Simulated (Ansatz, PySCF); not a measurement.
2-fluoro-3-methylbuta-1,3-diene (C₅H₇F), SMILES C=C(C)C(=C)F. Atoms are numbered in the order given.

```xyz
13

C      1.3746    -1.2078     0.0000
C      0.1280    -0.7100     0.0000
C     -1.0920    -1.5813     0.0000
C     -0.0761     0.7430     0.0000
C     -1.2434     1.3937     0.0000
F      1.0577     1.4545     0.0000
H      2.2459    -0.5514     0.0000
H      1.5460    -2.2868     0.0000
H     -1.7180    -1.3915    -0.8866
H     -1.7180    -1.3915     0.8866
H     -0.8116    -2.6427     0.0000
H     -2.1861     0.8498     0.0000
H     -1.2623     2.4842     0.0000
```

Geometry optimised at PBE0-D3(BJ)/def2-SVP. Other conformers were not sampled.

Two levels are set side by side: PBE-D3(BJ)/def2-SVP (Ansatz, a first-principles code) and PBE0-D3(BJ)/def2-SVP (Ansatz). Each level has its own optimised geometry; the coordinates shown are those of the second. Frequencies come from the Hessian of PySCF at each geometry. Differences are taken from unrounded values.

```json
[
 {"quantity": "mean bond length (Å)", "PBE0-D3(BJ)": "1.221", "PBE-D3(BJ)": "1.230", "PBE-D3(BJ) minus PBE0-D3(BJ)": "0.009"},
 {"quantity": "bond C1–C2 (Å)", "PBE0-D3(BJ)": "1.342", "PBE-D3(BJ)": "1.355", "PBE-D3(BJ) minus PBE0-D3(BJ)": "0.012"},
 {"quantity": "bond C2–C3 (Å)", "PBE0-D3(BJ)": "1.499", "PBE-D3(BJ)": "1.507", "PBE-D3(BJ) minus PBE0-D3(BJ)": "0.008"},
 {"quantity": "bond C2–C4 (Å)", "PBE0-D3(BJ)": "1.467", "PBE-D3(BJ)": "1.472", "PBE-D3(BJ) minus PBE0-D3(BJ)": "0.004"},
 {"quantity": "bond C4–C5 (Å)", "PBE0-D3(BJ)": "1.336", "PBE-D3(BJ)": "1.349", "PBE-D3(BJ) minus PBE0-D3(BJ)": "0.013"},
 {"quantity": "bond C4–F6 (Å)", "PBE0-D3(BJ)": "1.338", "PBE-D3(BJ)": "1.354", "PBE-D3(BJ) minus PBE0-D3(BJ)": "0.016"},
 {"quantity": "bond C1–H7 (Å)", "PBE0-D3(BJ)": "1.091", "PBE-D3(BJ)": "1.099", "PBE-D3(BJ) minus PBE0-D3(BJ)": "0.008"},
 {"quantity": "bond C1–H8 (Å)", "PBE0-D3(BJ)": "1.093", "PBE-D3(BJ)": "1.100", "PBE-D3(BJ) minus PBE0-D3(BJ)": "0.008"},
 {"quantity": "bond C3–H9 (Å)", "PBE0-D3(BJ)": "1.102", "PBE-D3(BJ)": "1.110", "PBE-D3(BJ) minus PBE0-D3(BJ)": "0.008"},
 {"quantity": "bond C3–H10 (Å)", "PBE0-D3(BJ)": "1.102", "PBE-D3(BJ)": "1.110", "PBE-D3(BJ) minus PBE0-D3(BJ)": "0.008"},
 {"quantity": "bond C3–H11 (Å)", "PBE0-D3(BJ)": "1.098", "PBE-D3(BJ)": "1.106", "PBE-D3(BJ) minus PBE0-D3(BJ)": "0.008"},
 {"quantity": "bond C5–H12 (Å)", "PBE0-D3(BJ)": "1.088", "PBE-D3(BJ)": "1.096", "PBE-D3(BJ) minus PBE0-D3(BJ)": "0.008"},
 {"quantity": "bond C5–H13 (Å)", "PBE0-D3(BJ)": "1.091", "PBE-D3(BJ)": "1.098", "PBE-D3(BJ) minus PBE0-D3(BJ)": "0.008"},
 {"quantity": "highest harmonic wavenumber (cm⁻¹)", "PBE0-D3(BJ)": "3319", "PBE-D3(BJ)": "3227", "PBE-D3(BJ) minus PBE0-D3(BJ)": "-92"},
 {"quantity": "mean harmonic wavenumber (cm⁻¹)", "PBE0-D3(BJ)": "1412", "PBE-D3(BJ)": "1364", "PBE-D3(BJ) minus PBE0-D3(BJ)": "-48"},
 {"quantity": "zero-point energy (kcal/mol)", "PBE0-D3(BJ)": "66.61", "PBE-D3(BJ)": "64.36", "PBE-D3(BJ) minus PBE0-D3(BJ)": "-2.25"}
]
```

GGA bonds tend to be longer and softer than those of functionals with exact exchange. Differences between two approximate levels are no errors against the true value.
